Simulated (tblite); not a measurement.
Compound: C6H7BrClF.
Atom-mapped SMILES: `[F:1][CH2:2]/[CH:3]=[C:4]1\[CH2:5][C@@H:6]([Br:7])[C@@H:8]1[Cl:9]` (hydrogens: H10, H11 on C2; H12 on C3; H13, H14 on C5; H15 on C6; H16 on C8)

Computed with GFN2-xTB (tblite), gas phase: L-BFGS steps from a force-field or distance-geometry start until the largest atomic force falls under 0.01 eV/Å.

Step 32: E = -809.4665 eV
```
atom  x, y, z in Å  |  force x, y, z in eV/Å
F1      2.1250   -1.2333   -0.7962   -0.002  -0.025  -0.044
C2      2.4692   -0.2733    0.1174   -0.011  -0.017  -0.021
C3      1.2884    0.5038    0.5958   -0.008   0.025   0.025
C4      0.0317    0.2983    0.2515   -0.071  -0.011  -0.010
C5     -0.7227   -0.7088   -0.5745   -0.082   0.021   0.007
C6     -2.0113   -0.2471    0.1278    0.031   0.064   0.012
Br7    -2.6313   -1.4937    1.4885   -0.010   0.001  -0.007
C8     -1.2395    0.9314    0.7447   -0.017  -0.101   0.056
Cl9    -1.6243    2.4894   -0.0368    0.017  -0.002  -0.034
H10     3.1976    0.3859   -0.3705    0.012  -0.003   0.008
H11     2.9487   -0.7936    0.9563    0.030   0.015   0.002
H12     1.5234    1.2871    1.3009    0.061   0.059  -0.005
H13    -0.4322   -1.7482   -0.4419   -0.004  -0.013   0.015
H14    -0.7271   -0.4779   -1.6394    0.037  -0.004  -0.011
H15    -2.8776   -0.0009   -0.4842    0.067  -0.002  -0.025
H16    -1.3256    1.0898    1.8191   -0.051  -0.005   0.034
```

Step 33: E = -809.4680 eV
```
atom  x, y, z in Å  |  force x, y, z in eV/Å
F1      2.1336   -1.2310   -0.8007   -0.020  -0.006  -0.041
C2      2.4716   -0.2696    0.1140   -0.013  -0.018  -0.009
C3      1.2885    0.5061    0.5922    0.000   0.043  -0.014
C4      0.0308    0.2961    0.2529   -0.048  -0.029  -0.021
C5     -0.7236   -0.7145   -0.5689   -0.085   0.018   0.009
C6     -2.0143   -0.2473    0.1261    0.043   0.092   0.007
Br7    -2.6561   -1.4907    1.4766   -0.011  -0.013   0.015
C8     -1.2404    0.9278    0.7477    0.021  -0.096   0.062
Cl9    -1.6202    2.4925   -0.0208    0.005   0.004  -0.042
H10     3.2041    0.3887   -0.3699   -0.014  -0.001   0.012
H11     2.9475   -0.7905    0.9542    0.038   0.012   0.017
H12     1.5241    1.2993    1.2870    0.057   0.028  -0.006
H13    -0.4363   -1.7537   -0.4274    0.001  -0.013   0.007
H14    -0.7247   -0.4901   -1.6353    0.044  -0.013  -0.009
H15    -2.8735    0.0059   -0.4926    0.064   0.003  -0.034
H16    -1.3184    1.0799    1.8233   -0.082  -0.010   0.047
```

Question: Estimate the geometry and energy of step 34. (The exact step hangs on the optimiser's Hessian estimate; all steps are aligned on step 33, rigid shifts and turns removed.)

Answer: E = -809.4695 eV, largest force 0.123 eV/Å
```
atom  x, y, z in Å  |  force x, y, z in eV/Å
F1      2.1411   -1.2286   -0.8060   -0.036   0.020  -0.025
C2      2.4736   -0.2660    0.1103   -0.012  -0.013   0.004
C3      1.2885    0.5095    0.5884    0.008   0.044  -0.057
C4      0.0296    0.2931    0.2551   -0.001  -0.036  -0.011
C5     -0.7257   -0.7204   -0.5627   -0.047   0.008   0.009
C6     -2.0171   -0.2464    0.1249    0.034   0.079   0.003
Br7    -2.6822   -1.4883    1.4641   -0.010  -0.019   0.030
C8     -1.2411    0.9228    0.7523    0.049  -0.046   0.056
Cl9    -1.6151    2.4946   -0.0063   -0.004  -0.002  -0.035
H10     3.2104    0.3913   -0.3696   -0.039   0.000   0.012
H11     2.9469   -0.7873    0.9519    0.034   0.011   0.020
H12     1.5260    1.3131    1.2724    0.042  -0.017  -0.016
H13    -0.4405   -1.7593   -0.4125   -0.004  -0.007  -0.003
H14    -0.7214   -0.5013   -1.6303    0.045  -0.026  -0.006
H15    -2.8677    0.0129   -0.5021    0.048   0.016  -0.039
H16    -1.3128    1.0695    1.8287   -0.108  -0.012   0.058
```

The energy changes by -0.0015 eV. The first-order estimate −F·Δx gives -0.0021 eV and the mean of the old and new forces, exact on a quadratic surface, -0.0015 eV. The step makes an angle of 81° with the force vector and moves no atom by more than 0.029 Å.

The cost below is that of the whole relaxation. Hardware: one thread, Intel Xeon at 2.50 GHz (x86_64), no GPU, shared host. Cost: 3.2 s.
